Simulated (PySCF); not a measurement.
Species: PAsSbSb tetrahedron, AsPSb2.
Bonds: P1–As2, P1–Sb3, P1–Sb4, As2–Sb3, As2–Sb4, Sb3–Sb4.

Method: PBE0-D3(BJ)/def2-SVP geometry optimisation, gas phase, def2 core potentials past Kr (PySCF); density fitting, grid level 1; the optimiser is geomeTRIC in internal coordinates, started from a GFN2-xTB structure with every atom displaced at random (about 0.03 Å).

Step 0: E = -83187.0581 eV
```
atom  x, y, z in Å  |  force x, y, z in eV/Å
P1     -1.1780    0.2870   -0.5159   -2.825   0.778  -2.257
As2    -0.3586   -0.9675    1.0797    0.754  -1.665   1.508
Sb3     0.6539    1.3503    0.6040    1.568   1.177   0.770
Sb4     0.9660   -0.7602   -1.1982    0.503  -0.290  -0.021
```

Task: Estimate the geometry and energy of step 1. (The exact step hangs on the optimiser's Hessian estimate; all steps are aligned on step 0, rigid shifts and turns removed.)

Result: E = -83187.3513 eV, largest force 0.756 eV/Å
```
atom  x, y, z in Å  |  force x, y, z in eV/Å
P1     -1.2486    0.2947   -0.5624   -0.445   0.294  -0.535
As2    -0.3434   -1.0006    1.1000    0.405  -0.233   0.214
Sb3     0.6984    1.3832    0.6240    0.143  -0.202  -0.001
Sb4     0.9769   -0.7678   -1.1920   -0.103   0.141   0.321
```

The energy changes by -0.2932 eV. The first-order estimate −F·Δx gives -0.5391 eV and the mean of the old and new forces, exact on a quadratic surface, -0.3077 eV. The step makes an angle of 12° with the force vector and moves no atom by more than 0.085 Å.

The cost below is that of the whole optimisation. Time: 55 s wall; peak memory 0.40 GiB. Hardware: one thread of an Intel Xeon Platinum 8488C, no GPU, shared host with 96 logical CPUs at a one-minute load of 33.
